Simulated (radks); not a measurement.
The numbers below are computed, except where a source is named.
All-electron atom: Lu58+ in [Ne] 3s2 3p1.

Level of theory: scalar-relativistic Kohn-Sham, LDA (Slater exchange, Perdew-Wang correlation), spin-unpolarised, spherical densities, finite nucleus; Fermi nuclear charge, rms radius 5.37 fm (a radial shooting solver on a logarithmic mesh with Libxc functionals).

Energy parts (eV):
total: -293021.00
kinetic: 327720.23
electron-nucleus: -643538.03
Hartree: 26413.35
exchange-correlation: -3616.56

Orbitals (lengths in bohr, moments of r in powers of bohr; r(max) is where P^2 peaks):
orbital  occ.  eigenvalue (eV)   r(max)
1s          2        -67831.26  0.01214
2s          2        -15184.05  0.06890
2p          6        -13936.40  0.05610
3s          2        -6174.201   0.1846
3p          1        -5803.245   0.1795
3d          0        -5472.070   0.1419
4s          0        -3305.538   0.3640
4p          0        -3153.648   0.3653
4f          0        -2950.136   0.2646

The highest occupied level is 3p at -5803.2 eV. The electron density at the nucleus is 1.175e+06 e/bohr^3 (large components only). Summed over all electrons, <r^2> = 0.1815 bohr^2, which gives a Langevin (diamagnetic) susceptibility term of -0.144 x 10^-6 cm^3/mol. For comparison, the ionisation energy in NIST's Atomic Spectra Database is 6070 eV (theoretical). In exact Kohn-Sham theory the highest level is minus the ionisation energy, but local and semilocal functionals leave it too shallow, through self-interaction and a potential that decays too fast; potentials with the right tail come closer.

Beside tabulated values, note that spin-unpolarised runs miss the spin-polarisation part of the exchange energy of open shells.
